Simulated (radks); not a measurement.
Results of a calculation; reference values are marked as such.
Ga3+, 28 electrons, occupied as [Ar] 3d10 (the NIST ground configuration). Code: a radial shooting solver on a logarithmic mesh with Libxc functionals. Model: scalar-relativistic Kohn-Sham, PBE, spin-polarised, spherical densities, point nucleus.

Unscreened Slater integrals over Kohn-Sham orbitals (eV). They are taken over the spin-up orbitals.

integral    value
F0(3d,3d)  32.056
F2(3d,3d)  14.826
F4(3d,3d)  9.2216
F0(3d,3p)  33.910
F2(3d,3p)  16.003
G1(3d,3p)  19.709
G3(3d,3p)  11.988
F0(3d,3s)  34.502
G2(3d,3s)  14.957
F0(3d,2p)  44.752
F2(3d,2p)  8.9813
G1(3d,2p)  6.8557
G3(3d,2p)  3.8997
F0(3p,3p)  36.248
F2(3p,3p)  18.096
F0(3p,3s)  36.896
G1(3p,3s)  24.396
F0(3p,2p)  49.309
F2(3p,2p)  9.9293
G0(3p,2p)  3.8202
G2(3p,2p)  4.0363
F0(3s,3s)  37.605
F0(3s,2p)  50.115
G1(3s,2p)  4.1162
F0(2p,2p)  130.27
F2(2p,2p)  61.509
